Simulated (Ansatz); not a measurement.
Cost and result up the ladder for the cluster Cu₂I (the lowest doublet isomer of a short search) (3 atoms). The state is a doublet with charge 0. Geometry: r2SCAN-D4/def2-TZVP.

```xyz
3

Cu    1.071    0.162    0.857
Cu   -0.910    1.036    0.055
I    -0.161   -1.198   -0.912
```

Ansatz on 4 threads of Arm Neoverse V2 on a shared host. Times are rough, and most runs start from the orbitals of an earlier one. PBE0-D4/def2-TZVPD serves as the yardstick here, not as an exact answer. Differences are given only for rows in sets of like size (and for xTB, whose basis is part of the method), since another set adds its own error. Binding counts from free atoms at the same level (Cu doublet, I doublet; other spins of the atoms weren't run), without zero-point energy or a counterpoise term.

In the def2 sets I takes a core potential; there is no spin–orbit coupling. LC-ωPBE has ω = 0.4 bohr⁻¹. HSE06 is defined as in plane-wave codes, on full-range PBE exchange. Correlated methods freeze 22 core orbitals; core or outer-core shells of I are correlated, in sets that lack core-valence functions. The structure comes from a short search, and lower isomers may exist.

Run but left out: HF/STO-3G (⟨S²⟩ 3.67, where a pure state has 0.75).

Correlated methods converge slowly with the basis.

| level | functions | wall time |
| --- | --- | --- |
| PBE-D4/def2-SVP | 88 | 1.8 s |
| HF/def2-TZVP | 140 | 2.3 s |
| PBE0-D4/def2-SVP | 88 | 2.5 s |
| PBE-D4/def2-TZVP | 140 | 2.6 s |
| PBE-D4/def2-TZVPD | 155 | 3.3 s |
| LC-ωPBE/def2-TZVP | 140 | 3.8 s |
| HSE06-D4/def2-TZVP | 140 | 4.2 s |
| BHLYP-D4/def2-TZVP | 140 | 4.8 s |
| PBE0-D4/def2-TZVPD | 155 | 5.5 s |
| RPA@PBE/def2-TZVP | 140 | 5.5 s |
| r2SCAN-D4/def2-TZVP | 140 | 6.5 s |
| r2SCAN-D4/def2-TZVPD | 155 | 8 s |
| r2SCANh-D4/def2-TZVP | 140 | 8.5 s |
| CCSD(T)/def2-TZVP | 140 | 36 s |

**Question.** Estimate what each level gives for the binding energy per atom (eV).

**Answer.** 
```
               level  binding energy per atom (eV)  difference from PBE0-D4/def2-TZVPD (eV)
     PBE-D4/def2-SVP                          1.74                                        –
        HF/def2-TZVP                          0.72                                    -0.68
    PBE0-D4/def2-SVP                          1.55                                        –
    PBE-D4/def2-TZVP                          1.49                                     0.09
   PBE-D4/def2-TZVPD                          1.51                                     0.11
   LC-ωPBE/def2-TZVP                          1.34                                    -0.05
  HSE06-D4/def2-TZVP                          1.38                                    -0.02
  BHLYP-D4/def2-TZVP                          1.22                                    -0.17
  PBE0-D4/def2-TZVPD                          1.40                                     0.00
   RPA@PBE/def2-TZVP                          1.10                                    -0.30
 r2SCAN-D4/def2-TZVP                          1.51                                     0.11
r2SCAN-D4/def2-TZVPD                          1.53                                     0.13
r2SCANh-D4/def2-TZVP                          1.46                                     0.06
   CCSD(T)/def2-TZVP                          1.31                                    -0.09
```
